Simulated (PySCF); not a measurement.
# Peak assignment

Molfile (atoms numbered from 1):
```
C2H11NSi4
     RDKit          3D

 18 17  0  0  0  0  0  0  0  0999 V2000
    3.7545    1.4258    0.5813 Si  0  0  0  0  0  4  0  0  0  0  0  0
    2.1527    0.5098    0.6882 C   0  0  0  0  0  0  0  0  0  0  0  0
    1.0968   -0.0806    0.7386 C   0  0  0  0  0  0  0  0  0  0  0  0
   -0.5220   -0.9738    0.7957 Si  0  0  0  0  0  4  0  0  0  0  0  0
   -1.4256   -0.5673   -0.6459 N   0  0  0  0  0  0  0  0  0  0  0  0
   -1.1284    0.9558   -1.4446 Si  0  0  0  0  0  4  0  0  0  0  0  0
   -2.6740   -1.6231   -1.2479 Si  0  0  0  0  0  4  0  0  0  0  0  0
    3.7934    2.4221    1.6561 H   0  0  0  0  0  0  0  0  0  0  0  0
    4.8523    0.4666    0.7373 H   0  0  0  0  0  0  0  0  0  0  0  0
    3.8323    2.0839   -0.7264 H   0  0  0  0  0  0  0  0  0  0  0  0
   -0.2707   -2.4177    0.7980 H   0  0  0  0  0  0  0  0  0  0  0  0
   -1.2689   -0.5455    1.9878 H   0  0  0  0  0  0  0  0  0  0  0  0
   -1.0889    2.0181   -0.4388 H   0  0  0  0  0  0  0  0  0  0  0  0
   -2.2315    1.1838   -2.3781 H   0  0  0  0  0  0  0  0  0  0  0  0
    0.1434    0.8813   -2.1667 H   0  0  0  0  0  0  0  0  0  0  0  0
   -2.4159   -1.9034   -2.6617 H   0  0  0  0  0  0  0  0  0  0  0  0
   -3.9784   -0.9741   -1.0867 H   0  0  0  0  0  0  0  0  0  0  0  0
   -2.6298   -2.8553   -0.4626 H   0  0  0  0  0  0  0  0  0  0  0  0
  1  2  1  0
  2  3  3  0
  3  4  1  0
  4  5  1  0
  5  6  1  0
  5  7  1  0
  1  8  1  0
  1  9  1  0
  1 10  1  0
  4 11  1  0
  4 12  1  0
  6 13  1  0
  6 14  1  0
  6 15  1  0
  7 16  1  0
  7 17  1  0
  7 18  1  0
M  END
```

Non-relativistic Hamiltonian, one computed conformer, isolated molecule, equivalent nuclei averaged. GIAO PBE0/pcSseg-1 shieldings; GFN2-xTB structure; PySCF.

δ = σ(ref) − σ, references computed at the same level: 13C (σref 186.93) and 1H (σref 31.72) against TMS.

Problem. Assign these signals to the numbered atoms. 13C{1H} NMR (computed): δ 118.2, 115.5.

Solution. 
| δ (ppm) | atoms | environment | reason |
| --- | --- | --- | --- |
| 118.2 | C3 | alkyne carbon | – |
| 115.5 | C2 | alkyne carbon | – |

Problem. Assign these signals to the numbered atoms. 1H NMR (500 MHz, computed): δ 5.10 (s, 2H), 4.77 (s, 6H), 4.29 (s, 3H).

Solution. 
```tsv
δ (ppm)	atoms	environment	reason
5.10	H11/H12	hydrogen on a silicon bonded to C, N	–
4.77	H13/H14/H15/H16/H17/H18	hydrogen on a silicon bonded to N	–
4.29	H8/H9/H10	hydrogen on a silicon bonded to C	–
```

Shifts are as computed. Against solution values, carbons near 30 ppm lie about +3 ppm off and those near 130 ppm about +5 ppm. Of 1211 compounds with measured shifts, 218 miss one by over three times the rms of a fit or turn the order of signals round; such compounds aren't used in these exercises. No couplings were computed; multiplicities are counted from neighbouring protons, with m where these are inequivalent, close in shift, in a saturated or five-membered ring or joined by F or P, and br s for small geminal =CH2 splittings.
